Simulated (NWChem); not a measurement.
# C2H5NOSi; SMILES C([SiH2]O)C#N

```xyz
10

N      0.3520     2.8537     0.0000
C     -0.1895     1.8256     0.0000
C     -0.8146     0.5105     0.0000
Si     0.4843    -0.8806     0.0000
O     -0.4292    -2.2720     0.0000
H     -1.4563     0.4017     0.8829
H     -1.4563     0.4017    -0.8829
H      1.3378    -0.7559    -1.2114
H      1.3378    -0.7559     1.2114
H      0.0385    -3.1182     0.0000
```
Atoms are numbered in this order, from 1.

All runs: NWChem. Pople sets run with spherical d functions. Structure relaxed at the B3LYP/6-31G* (spherical d) level. B3LYP is NWChem's, with the RPA form of VWN correlation. Level: B3LYP/6-31G* with SMD (1 M gas to 1 M solution), gas-phase geometry. Reactions with the solvent are ignored.

For solvent toluene:

| Quantity | Value |
|---|---|
| solvation free energy (kcal/mol) | -4.8 |
| cavity-dispersion-structure term (kcal/mol) | -0.1 |
| dipole in solution (D) | 5.05 |

How do the values read with solvent water instead?

The solvation free energy (kcal/mol) is -7.1, the cavity-dispersion-structure term (kcal/mol) is 4.7 and the dipole in solution (D) is 5.59.
